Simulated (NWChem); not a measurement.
# MgH2S; SMILES [MgH][SH]

```xyz
4

Mg     0.0197    -1.2609     0.0000
H      0.0154    -2.9548     0.0000
S      0.0646     1.0578     0.0000
H     -1.2848     1.1611     0.0000
```
Atoms are numbered in this order, from 1.

Geometry: optimised at PBE0/def2-SVP.

Symmetry labels are those of Cs in the frame above (b1 and b2, or b-type labels, depend on it).

Question: List the 4 lowest vertical singlet excitations and the 4 lowest triplet ones from CAM-B3LYP/def2-SVPD, full TDDFT (NWChem).

Answer: 
```tsv
state	energy (eV)	oscillator strength	symmetry	leading excitation (squared amplitude)
S1	4.96	0.059	a"	HOMO → LUMO (0.91)
S2	5.28	0.000	a"	HOMO → LUMO+1 (0.85)
S3	5.73	0.006	a'	HOMO → LUMO+2 (0.61)
S4	5.86	0.026	a'	HOMO−1 → LUMO+1 (0.87)
T1	4.60	spin-forbidden	a"	HOMO → LUMO (0.84)
T2	4.88	spin-forbidden	a'	HOMO−1 → LUMO (0.77)
T3	5.16	spin-forbidden	a"	HOMO → LUMO+1 (0.72)
T4	5.35	spin-forbidden	a'	HOMO → LUMO+2 (0.84)
```
